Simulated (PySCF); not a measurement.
C2H6F2Ge, SMILES [CH2](C)[GeH]([F])[F]. Heavy atoms are numbered as in [GeH:1]([F:2])([F:3])[CH2:4][CH3:5]. Hydrogens are named by the atom that carries them.

Geometry: ωB97X-D3(BJ)/def2-SVP. Other conformers were not sampled.

These are PBE/def2-TZVP (PySCF) values and carry that method's errors.

ESP charges are fitted to the potential on shells at 1.4 to 2.0 van der Waals radii. Atomic charges (e), one atom of each kind:

```json
[
 {"atom": "Ge1 (GeH)", "ESP fit": "0.58", "meta-Löwdin": "1.16"},
 {"atom": "F2", "ESP fit": "-0.29", "meta-Löwdin": "-0.49"},
 {"atom": "C4 (CH2)", "ESP fit": "-0.12", "meta-Löwdin": "-0.42"},
 {"atom": "C5 (CH3)", "ESP fit": "-0.22", "meta-Löwdin": "-0.34"},
 {"atom": "H on Ge1", "ESP fit": "-0.05", "meta-Löwdin": "-0.07"},
 {"atom": "H on C4", "ESP fit": "0.07", "meta-Löwdin": "0.13"},
 {"atom": "H on C5", "ESP fit": "0.09", "meta-Löwdin": "0.13"}
]
```
